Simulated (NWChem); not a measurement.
System: CH$_{5}$FOSi$_{2}$; SMILES F[Si@H]1C[SiH2]O1

NWChem printed, in part:

```
             Northwest Computational Chemistry Package (NWChem) 7.3.0
             --------------------------------------------------------

                             Geometry "geometry" -> ""
                             -------------------------

 Output coordinates in angstroms (scale by  1.889725989 to convert to a.u.)

  No.       Tag          Charge          X              Y              Z
 ---- ---------------- ---------- -------------- -------------- --------------
    1 F                    9.0000    -0.09147300    -2.08101000    -0.62567800
    2 Si                  14.0000     0.02057300    -0.87738900     0.43850900
    3 C                    6.0000     1.35098600     0.39918900     0.01719900
    4 Si                  14.0000    -0.15815600     1.53745500    -0.22781000
    5 O                    8.0000    -1.19430000     0.25701400     0.21046200
    6 H                    1.0000    -0.01533400    -1.49900200     1.78180200
    7 H                    1.0000     2.02286500     0.67352300     0.83645300
    8 H                    1.0000     1.94216200     0.18020500    -0.87697400
    9 H                    1.0000    -0.40655000     2.01251000    -1.61295500
   10 H                    1.0000    -0.26582900     2.67837400     0.71729200

 Effective nuclear repulsion energy (a.u.)     309.2750841810

                                 NWChem DFT Module
                                 -----------------

 Summary of "ao basis" -> "ao basis" (spherical)
 ------------------------------------------------------------------------------
       Tag                 Description            Shells   Functions and Types
 ---------------- ------------------------------  ------  ---------------------
 F                          def2-svp                 6       14   3s2p1d
 Si                         def2-svp                 8       18   4s3p1d
 C                          def2-svp                 6       14   3s2p1d
 O                          def2-svp                 6       14   3s2p1d
 H                          def2-svp                 3        5   2s1p

            General Information
            -------------------
          SCF calculation type: DFT
          Wavefunction type:  closed shell.
          No. of atoms     :    10
          No. of electrons :    56
           Alpha electrons :    28
            Beta electrons :    28
          Charge           :     0
          Spin multiplicity:     1
          Use of symmetry is: off; symmetry adaption is: off
          Maximum number of iterations: 150
          AO basis - number of functions:   103
                     number of shells:    49
          Convergence on energy requested:  1.00D-06
          Convergence on density requested:  1.00D-05
          Convergence on gradient requested:  5.00D-04

              XC Information
              --------------
                         B3LYP Method XC Potential
                     Hartree-Fock (Exact) Exchange  0.200
                        Slater Exchange Functional  0.800 local
                    Becke 1988 Exchange Functional  0.720 non-local
              Lee-Yang-Parr Correlation Functional  0.810
                  VWN I RPA Correlation Functional  0.190 local

             Grid Information
             ----------------
          Grid used for XC integration:  medium
          Radial quadrature: Mura-Knowles
          Angular quadrature: Lebedev.
          Tag              B.-S. Rad. Rad. Pts. Rad. Cut. Ang. Pts.
          ---              ---------- --------- --------- ---------
          F                   0.50       49          12.0       434
          Si                  1.10       88          10.0       590
          C                   0.70       49           9.0       434
          O                   0.60       49          10.0       434
          H                   0.35       45          12.0       434
          Grid pruning is: on
          Number of quadrature shells:   548
          Spatial weights used:  Erf1

      Superposition of Atomic Density Guess
      -------------------------------------

 Sum of atomic energies:        -791.58195948

      Non-variational initial energy
      ------------------------------

 Total energy =    -793.585752
 1-e energy   =   -1711.738541
 2-e energy   =     608.877704
 HOMO         =      -0.338368
 LUMO         =       0.035843

     ---------------------------------------------
      Total Density - Mulliken Population Analysis
     ---------------------------------------------

    Atom       Charge   Shell Charges
 -----------   ------   -------------------------------------------------------
    1 F    9     9.56   1.99  1.15  0.78  3.51  2.13  0.00
    2 Si  14    12.67   2.00  1.99  0.88  0.19  5.93  0.87  0.50  0.31
    3 C    6     6.78   1.99  0.97  0.33  2.14  1.33  0.01
    4 Si  14    13.11   2.00  1.99  0.96  0.23  5.93  0.99  0.79  0.22
    5 O    8     8.96   1.99  1.12  0.71  3.11  2.03  0.01
    6 H    1     1.08   0.69  0.38  0.01
    7 H    1     0.84   0.64  0.17  0.03
    8 H    1     0.84   0.64  0.17  0.03
    9 H    1     1.08   0.70  0.37  0.01
   10 H    1     1.08   0.70  0.37  0.01

   convergence    iter        energy       DeltaE   RMS-Dens  Diis-err
 ---------------- ----- ----------------- --------- --------- ---------
 d= 0,ls=0.0,diis     1   -794.8832541984 -1.10D+03  1.67D-02  8.92D-01
 d= 0,ls=0.0,diis     2   -794.7764804254  1.07D-01  9.45D-03  2.22D+00
 d= 0,ls=0.0,diis     3   -794.9835593817 -2.07D-01  1.82D-03  4.06D-02
 d= 0,ls=0.0,diis     4   -794.9860476817 -2.49D-03  8.11D-04  1.57D-02
 d= 0,ls=0.0,diis     5   -794.9876103966 -1.56D-03  1.66D-04  5.80D-04
  Resetting Diis
 d= 0,ls=0.0,diis     6   -794.9876589514 -4.86D-05  5.15D-05  3.80D-05
 d= 0,ls=0.0,diis     7   -794.9876630999 -4.15D-06  3.22D-05  3.43D-06
 d= 0,ls=0.0,diis     8   -794.9876626582  4.42D-07  1.85D-05  7.06D-06
 d= 0,ls=0.0,diis     9   -794.9876635406 -8.82D-07  1.41D-06  3.64D-08

         Total DFT energy =     -794.987663540581
      One electron energy =    -1715.138689127202
           Coulomb energy =      679.241419530127
    Exchange-Corr. energy =      -68.365478124519
 Nuclear repulsion energy =      309.275084181013

 Numeric. integr. density =       56.000010517787

                       DFT Final Molecular Orbital Analysis
                       ------------------------------------

 Vector   26  Occ=2.000000D+00  E=-3.251263D-01
              MO Center= -2.6D-01,  3.7D-01,  5.4D-02, r^2= 2.8D+00
   Bfn.  Coefficient  Atom+Function         Bfn.  Coefficient  Atom+Function
  ----- ------------  ---------------      ----- ------------  ---------------
    68      0.455781   5 O  px               71      0.334898   5 O  px
    36      0.306821   3 C  px               35     -0.179718   3 C  s
    39      0.161597   3 C  px               22     -0.128707   2 Si px
    84      0.129141   7 H  s                89      0.116637   8 H  s
    94      0.116108   9 H  s                95      0.115327   9 H  s

 Vector   27  Occ=2.000000D+00  E=-3.216495D-01
              MO Center= -5.0D-01,  1.0D+00,  9.2D-02, r^2= 3.1D+00
   Bfn.  Coefficient  Atom+Function         Bfn.  Coefficient  Atom+Function
  ----- ------------  ---------------      ----- ------------  ---------------
    70      0.398227   5 O  pz               73      0.294565   5 O  pz
    99     -0.266165  10 H  s               100     -0.219503  10 H  s
    94      0.176336   9 H  s                95      0.138744   9 H  s
    68     -0.134630   5 O  px               56     -0.132625   4 Si pz
    36     -0.127698   3 C  px               37      0.114493   3 C  py

[...]

                     NWChem Electrostatic Potential Fit Module
                     -----------------------------------------

 Atom parameters

 Number of atoms is                                   10
 Number of basis functions is                        103

 Grid parameters

 Maximum number of grid points is                  43500
 Number of grid points is                          43499
 Grid range                                     0.300000 nm
 Grid spacing                                   0.020000 nm
 Probe radius                                   0.070000 nm
 Atom radius factor                             1.000000

 Atomic radii

    1    0.100000
    6    0.147000
    8    0.136000
    9    0.128000
   14    0.187000
 FASTESP  F
  using M.O. file = ./job.movecs

    Atom              Coordinates                           Charge

                                                  ESP

    1 F    -0.009147   -0.208101   -0.062568   -0.338883
    2 Si    0.002057   -0.087739    0.043851    0.973407
    3 C     0.135099    0.039919    0.001720   -0.619262
    4 Si   -0.015816    0.153746   -0.022781    0.757939
    5 O    -0.119430    0.025701    0.021046   -0.569824
    6 H    -0.001533   -0.149900    0.178180   -0.169277
    7 H     0.202287    0.067352    0.083645    0.119162
    8 H     0.194216    0.018021   -0.087697    0.142240
    9 H    -0.040655    0.201251   -0.161296   -0.141700
   10 H    -0.026583    0.267837    0.071729   -0.153802
                                            ------------
                                               -0.000000

 Dipole moment                                  0.949401

 Quadrupole moment Qxx                         -0.578725
                   Qyy                         -1.828318
                   Qzz                          2.407042

 RMS deviation kJ/mol                           0.056708

 RRMS %                                        30.830732
```

Level: B3LYP/def2-SVP. Structure relaxed at the B3LYP/6-31G* (spherical d) level.

### Question
Which NWChem input produces such a log?

### Answer
One answer among several that fit: the input that was run:
```
start job
memory heap 200 mb stack 900 mb global 1100 mb
geometry units angstroms noautosym nocenter noautoz
  F     -0.091473    -2.081010    -0.625678
  Si     0.020573    -0.877389     0.438509
  C      1.350986     0.399189     0.017199
  Si    -0.158156     1.537455    -0.227810
  O     -1.194300     0.257014     0.210462
  H     -0.015334    -1.499002     1.781802
  H      2.022865     0.673523     0.836453
  H      1.942162     0.180205    -0.876974
  H     -0.406550     2.012510    -1.612955
  H     -0.265829     2.678374     0.717292
end
basis spherical
  F library def2-svp
  Si library def2-svp
  C library def2-svp
  O library def2-svp
  H library def2-svp
end
dft
  xc b3lyp
  iterations 150
  mulliken
end
task dft energy
esp
  recalculate
  probe 0.07
  range 0.3
  factor 1.0
  spacing 0.02
end
task esp
```
